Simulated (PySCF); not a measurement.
```xyz
3
charge -1 multiplicity 2, angstrom
Se    0.5188    0.0000    0.0000
S    -0.6485   -1.7911    0.0000
S    -0.6485    1.7911    0.0000
```

These are results of PySCF, UPBE0, basis Se def2-SVPD, S def2-SVPD (no relativity, density fitting), not measurements.

This geometry of SeS₂⁻ is a stationary point at this level.

(1) What is the point group?

(2) Is it a minimum?

(3) Which band is strongest in the infrared?

(4) What are the dipole moment and the gap between the highest occupied and lowest empty levels of either spin?

Results:

(1) C2v.

(2) Yes: all harmonic wavenumbers are real.

(3) 448 cm⁻¹ (b2), 138 km/mol.

(4) 2.67 D about the centre of mass and 2.37 eV.

Other isomers or separated fragments may lie lower. The lowest empty level of this anion is unbound, so it and the gap depend on the basis.
